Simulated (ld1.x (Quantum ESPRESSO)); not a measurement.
# cobalt PAW: all-electron and pseudo phase curves

cobalt (Co), PAW, made with ld1.x (Quantum ESPRESSO) 7.5 (LDA (PZ), fully relativistic). Core [Ne], reference 3s2 3p6 3d8 4s1 4p0. Waves: 3s (bound): rcut 1.05, rcutus 1.20 bohr; 4s (bound): rcut 1.05, rcutus 1.20 bohr; 3p (bound): rcut 1.15, rcutus 1.40 bohr; 4p (bound, empty): rcut 1.15, rcutus 1.40 bohr; 3d (bound): rcut 1.05, rcutus 1.40 bohr; 3d channel at 0.15 Ry: rcut 1.05, rcutus 1.40 bohr; 4f channel at 0.25 Ry: rcut 1.10, rcutus 1.45 bohr; 4f channel at 1.3 Ry: rcut 1.10, rcutus 1.45 bohr. Local part: all-electron potential smoothed inside 1.05 bohr (lloc = -1). Core correction: a·sin(br)/r model core, default radius (core density twice the valence density). Augmentation charge: BESSEL, radius 1.10 bohr.

Open shells are filled in proportion to 2j + 1 (rel_dist='average').

The phase is arctan(r·u′/u) with u = r·R(r), unwrapped; energies in Ry, scanned from -9 to 5 Ry. A pole is an energy at which the radial function vanishes at the test radius. The pseudo phase is shifted by a multiple of π to meet the all-electron one at the reference energy, and phase errors are pseudo minus all-electron; the curves can meet again beyond the range given. Levels narrower than the energy grid can be missing from the lists of poles.

```tsv
channel	radius (bohr)	reference energy (Ry)	poles, all-electron	poles, pseudo	unbroken range about the reference energy with phases within 0.05 rad	phase error 1 Ry above the reference energy (rad)
s	1.60	-0.34	-6.80	-6.80	the whole range	+0.000
p1/2	1.60	-0.07	-4.09	-4.06	-1.2 to 1.1	-0.029
p3/2	1.60	-0.07	-3.93	-3.88	-1.7 to 1.4	-0.018
d3/2	1.60	-0.34	0.63	0.63	the whole range	-0.000
d5/2	1.60	-0.33	0.65	0.65	the whole range	-0.000
f5/2	1.60	0.25	none	none	the whole range	-0.000
f7/2	1.60	0.25	none	none	the whole range	-0.000
```

The ghost test of this file was not conclusive.

Phases in the s channel:

```csv
E (Ry),all-electron,pseudo
-9.00,1.274,1.274
-8.76,1.255,1.255
-8.52,1.230,1.230
-8.28,1.192,1.192
-8.04,1.128,1.128
-7.80,0.998,0.998
-7.56,0.594,0.594
-7.32,-0.759,-0.759
-7.08,-1.383,-1.383
-6.84,-1.556,-1.556
-6.60,-1.633,-1.633
-6.36,-1.677,-1.677
-6.12,-1.708,-1.708
-5.88,-1.730,-1.730
-5.64,-1.748,-1.748
-5.40,-1.763,-1.763
-5.16,-1.777,-1.777
-4.92,-1.789,-1.789
-4.68,-1.800,-1.800
-4.44,-1.812,-1.812
-4.20,-1.823,-1.823
-3.96,-1.834,-1.834
-3.72,-1.845,-1.845
-3.48,-1.856,-1.856
-3.24,-1.868,-1.868
-3.00,-1.881,-1.881
-2.76,-1.894,-1.894
-2.52,-1.908,-1.908
-2.28,-1.924,-1.924
-2.04,-1.940,-1.940
-1.80,-1.958,-1.958
-1.56,-1.978,-1.978
-1.32,-2.000,-2.000
-1.08,-2.025,-2.025
-0.84,-2.052,-2.052
-0.60,-2.084,-2.084
-0.36,-2.120,-2.119
-0.12,-2.161,-2.161
0.12,-2.209,-2.209
0.36,-2.266,-2.266
0.60,-2.334,-2.334
0.84,-2.415,-2.415
1.08,-2.513,-2.513
1.32,-2.630,-2.630
1.56,-2.770,-2.770
1.80,-2.933,-2.932
2.04,-3.114,-3.112
2.28,-3.303,-3.302
2.52,-3.489,-3.487
2.76,-3.659,-3.657
3.00,-3.808,-3.806
3.24,-3.934,-3.932
3.48,-4.038,-4.037
3.72,-4.125,-4.124
3.96,-4.198,-4.196
4.20,-4.258,-4.257
4.44,-4.310,-4.308
4.68,-4.354,-4.352
4.92,-4.391,-4.390
```
